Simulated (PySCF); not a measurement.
## Excitation energy of In by level of theory

In [Kr] 4d10 5s2 5p1 (2P) → In [Kr] 4d10 5s1 5p2 (4P), as a difference of total energies. All numbers are calculated (PySCF 2.14, scalar relativity by spin-free X2C-1e, in aug-cc-pVQZ-DK3). Correlated levels: valence: [Kr] 4d10 frozen. The calculations carry no spin-orbit coupling.

Q: Order these methods by the excitation energy they give, lowest first.
A. SCS-MP2 (valence)
B. UHF
C. CCSD (valence)
D. CCSD(T) (valence)

A: B (2.889 eV), C (3.740 eV), D (3.761 eV), A (3.806 eV).

Errors of the correlated levels include the incompleteness of this basis and the frozen core.

For comparison: 4.350 eV (measured; NIST levels, between the centres of gravity of the two terms).
